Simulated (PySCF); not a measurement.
Computed shifts of a molecule C4H6F2, PySCF with KT2/pcSseg-1, GIAO, gas phase, atoms alike by connectivity averaged where their shifts nearly agree, in ppm (number of nuclei): ¹³C: 143.7 (2), 18.1 (2). ¹⁹F: -170.5 (2). ¹H: 2.21 (6). References: ¹³C against TMS (σ = 185.1 ppm); ¹⁹F against CFCl3 (σ = 127.1 ppm); ¹H against TMS (σ = 31.47 ppm), references at their B3LYP-D3(BJ)/def2-TZVP geometries, non-relativistic. The structure is a stationary point at B3LYP-D3(BJ)/def2-SVP. The values are those of a single conformer.

Q: Pick the molecule that these values belong to.
A. FC(F)C1CC1
B. C/C(F)=C(\C)F
C. CCC=C(F)F
D. C[C@@H](F)/C=C\F

A: B, C/C(F)=C(\C)F
